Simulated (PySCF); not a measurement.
CH4F2OSn, SMILES [F][Sn]([F])([OH])[CH3].

Coordinates come from a B3LYP-D3(BJ)/def2-SVP optimisation. The structure was generated by enumeration; whether it is a known compound was not checked. The def2 effective core potentials stand for the cores of Sn; spin–orbit coupling is left out. One conformer was computed; it need not be the lowest.

These are B3LYP-D3(BJ)/def2-SVP (PySCF 2.14.0) values and carry that method's errors.

Frequencies are harmonic and unscaled.

| mode | ν (cm⁻¹) | IR (km/mol) | Raman (Å⁴/amu) | depolarisation | moving atoms (share of kinetic energy) |
|---|---|---|---|---|---|
| 1 | 58 | 0.2 | 0.0 | – | H 98 % |
| 2 | 113 | 14.4 | 3.1 | 0.75 | F 47 %, H 28 %, C 19 % |
| 3 | 124 | 0.0 | 2.4 | 0.75 | C 33 %, O 26 %, H 21 %, F 13 % |
| 4 | 146 | 2.9 | 1.1 | 0.75 | H 39 %, Sn 16 %, F 16 %, C 15 %, O 14 % |
| 5 | 179 | 19.2 | 1.0 | 0.74 | F 81 %, Sn 12 % |
| 6 | 190 | 54.6 | 2.0 | 0.75 | F 51 %, O 22 %, Sn 19 % |
| 7 | 225 | 119.7 | 0.6 | 0.75 | H 48 %, O 37 %, F 12 % |
| 8 | 528 | 1.2 | 33.1 | 0.13 | C 69 %, H 16 % |
| 9 | 630 | 46.4 | 8.9 | 0.02 | F 70 %, O 15 %, Sn 11 % |
| 10 | 636 | 64.6 | 3.1 | 0.75 | F 84 %, Sn 16 % |
| 11 | 643 | 80.3 | 6.7 | 0.49 | O 69 %, Sn 15 %, F 14 % |
| 12 | 787 | 14.9 | 0.4 | 0.70 | H 84 %, C 14 % |
| 13 | 791 | 30.1 | 0.9 | 0.75 | H 83 %, C 16 % |
| 14 | 861 | 89.8 | 2.3 | 0.73 | H 91 % |
| 15 | 1213 | 0.2 | 9.7 | 0.19 | H 83 %, C 17 % |
| 16 | 1430 | 4.6 | 9.6 | 0.75 | H 95 % |
| 17 | 1432 | 4.3 | 9.9 | 0.75 | H 95 % |
| 18 | 3064 | 0.1 | 126.5 | 0.00 | H 98 % |
| 19 | 3187 | 0.5 | 78.3 | 0.75 | H 90 %, C 10 % |
| 20 | 3187 | 0.6 | 75.8 | 0.75 | H 90 %, C 10 % |
| 21 | 3817 | 85.3 | 140.5 | 0.28 | H 94 % |
